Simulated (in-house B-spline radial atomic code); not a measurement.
A fraction x of an electron is added to 2p in neutral oxygen, starting from [He] 2s2 2p4 and keeping the highest spin. Computed with an all-electron radial atomic-structure program (B-spline basis): non-relativistic TPSS, spin-polarised, spherical fractional occupations, point nucleus.

| x | E(x) - E(0) (eV) | 2p down level (eV) |
| --- | --- | --- |
| 0 | 0.0000 | -7.008 |
| 0.1 | -0.6425 | -5.848 |
| 0.2 | ? | ? |
| 0.3 | ? | ? |
| 0.4 | -1.8991 | -2.590 |
| 0.5 | -2.1077 | -1.590 |
| 0.6 | -2.2189 | -0.644 |

What belongs in the row x = 0.2?

An energy change of -1.1707 eV; 2p down at -4.722 eV.

What belongs in the row x = 0.3?

An energy change of -1.5882 eV; 2p down at -3.635 eV.

Check Janak's theorem between x = 0.4 and 0.5.

The slope of the energy is -2.09 eV; the orbital levels give -2.09 eV (ε of the filling orbital, averaged over the two points).

Up to what added charge does this functional bind the extra electron?

The highest level rises by about 9.5 eV per electron near x = 0.6 and would reach zero near x = 0.67, so a whole extra electron isn't bound at the basis-set limit.
